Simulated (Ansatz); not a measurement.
Geometry optimisation, Ansatz 0.2.0, RKS PBE/def2-SVP.

The input (input.yaml):

```yaml
crystal:
  periodic: [false, false, false]
  atoms:
    - { symbol: Ga, position_ang: [0.058788, -0.211117, 0.147378] }
    - { symbol: "N", position_ang: [0.010113, -0.147295, 2.048175] }
    - { symbol: H, position_ang: [-0.834538, -0.399529, 2.568906] }
    - { symbol: H, position_ang: [0.847084, -0.321625, 2.609932] }
    - { symbol: H, position_ang: [1.486603, -0.140264, -0.495886] }
    - { symbol: H, position_ang: [-1.343969, -0.36364, -0.541662] }
    - { symbol: S, position_ang: [-0.400866, 3.151833, 0.848028] }
    - { symbol: H, position_ang: [-1.737776, 2.897736, 0.791393] }
    - { symbol: H, position_ang: [-0.199839, 2.074001, 1.704036] }
basis:
  gaussian: { orbitals: def2-SVP }
hamiltonian:
  xc: pbe
relax:
  f_tol: 0.03
  max_steps: 50
```

Command:

```bash
$ ansatz run input.yaml --threads 2 --pin off --max-ram 3072MiB --backend cpu --events-out ev --progress --plain --runs-dir out
```

Question: Where does it end, and by what steps?

Answer: It converged. After 15 steps the energy has fallen by 1.307 eV; H9 moved furthest, 1.31 Å. Parted: S7–H9 (1.39 → 2.86 Å). Joined: Ga1–S7 (3.47 → 2.29 Å), N2–H9 (2.26 → 1.03 Å).

| step | energy less start (eV) | largest force component (eV/Å) | accepted |
| --- | --- | --- | --- |
| 0 | 0.0000 | 0.857 | yes |
| 1 | -0.0651 | 0.199 | yes |
| 2 | -0.1074 | 0.507 | yes |
| 3 | -0.0784 | 0.883 | no |
| 4 | -0.1328 | 0.443 | yes |
| 5 | -0.1556 | 0.924 | yes |
| 6 | -0.2066 | 0.608 | yes |
| 7 | -0.4908 | 1.332 | yes |
| 8 | -0.8577 | 2.478 | yes |
| 9 | -1.1118 | 1.448 | yes |
| 10 | -1.1168 | 2.826 | yes |
| 11 | -1.2797 | 0.307 | yes |
| 12 | -1.2804 | 0.211 | yes |
| 13 | -1.3026 | 0.266 | yes |
| 14 | -1.3071 | 0.048 | yes |
| 15 | -1.3075 | 0.013 | yes |

```xyz
9
Properties=species:S:1:pos:R:3
Ga -0.099 0.539 0.039
N -0.002 0.136 2.180
H -0.796 -0.392 2.565
H 0.866 -0.310 2.506
H 1.363 0.122 -0.393
H -1.415 -0.245 -0.358
S -0.317 2.803 0.289
H -1.678 2.792 0.289
H -0.037 1.094 2.564
```

Whether the end is a true minimum wasn't checked by a vibrational analysis.

The run took 23 s on 2 threads of Intel(R) Xeon(R) Platinum 8488C (Sapphire Rapids) (shared host), peak memory 0.15 GiB.
